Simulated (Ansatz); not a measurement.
Consider the isomerisation: `B[SiH](B)O` → `B[SiH2]BO`.

Isolated molecules relaxed with PBE0-D4/def2-TZVP in Ansatz; ΔE leaves out vibrations. CCSD(T)/CBS adds triple-zeta CCSD(T) − MP2 to the extrapolated MP2 energy (def2 sets, frozen cores). One conformer a species, not always the lowest.

```
     species  CCSD(T)/CBS(def2) energy (Eh)
`B[SiH](B)O`                     -417.41590
 `B[SiH2]BO`                     -417.44038
```

Task: Work out ΔE.

Result: ΔE = (-417.44038) − (-417.41590) = -0.02448 Eh = -64.3 kJ/mol.

Task: What do rigid-rotor, harmonic-oscillator terms from PBE0-D4/def2-TZVP frequencies (298.15 K, 1 bar) make of the CCSD(T)/CBS value? (Estimate.)

Result: The calculation gave: ΔZPE = +5.5 kJ/mol, ΔH = -60.3 kJ/mol, ΔS = -3 J/(mol·K), ΔG = -59.5 kJ/mol. Modes under 50 cm⁻¹ make the entropy rough.

Largest T1 diagnostic among the species: 0.016.

At CCSD(T), def2-SVP lies −38.9 kJ/mol from the extrapolated value and def2-TZVPP −3.5 kJ/mol. In def2-TZVPP, CCSD(T) changes the Hartree–Fock value by −16.9 kJ/mol (the triples alone add −3.8 kJ/mol) and MP2 by −15.2 kJ/mol.
